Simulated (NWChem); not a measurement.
Molecule: WNHSF2; SMILES [NH]=[W]([F])([F])=[S]

```xyz
6

W      0.0464    -0.2207     0.0000
N     -1.5873    -0.7829     0.0000
H     -2.6022    -0.7330     0.0000
S     -0.0127     1.9065     0.0000
F      0.8303    -0.8013     1.5869
F      0.8303    -0.8013    -1.5869
```
Atoms are numbered in this order, from 1.

Level: PBE0/def2-SVP with def2 effective core potentials on W (NWChem), optimised geometry, unscaled harmonic frequencies. def2 effective core potentials on W; no spin-orbit coupling.

```
frequency (cm⁻¹)  IR intensity (km/mol)
----------------  ---------------------
177                                 5.4
183                                 0.3
205                                 4.3
264                                 0.3
270                                 3.5
551                               218.1
591                                46.1
606                                87.3
700                               102.0
712                               145.9
1055                              102.1
3659                              242.4
```

```
Quantity                                                                           Result
-----------------------------------------------------------------------  ----------------
zero-point energy                                                           12.8 kcal/mol
thermal correction to the enthalpy at 298.15 K (with zero-point energy)     17.3 kcal/mol
heat capacity Cv                                                         20.2 cal/(mol K)
entropy at 298.15 K and 1 atm (symmetry number 1)                        82.3 cal/(mol K)
```

Rigid rotor and harmonic oscillator.
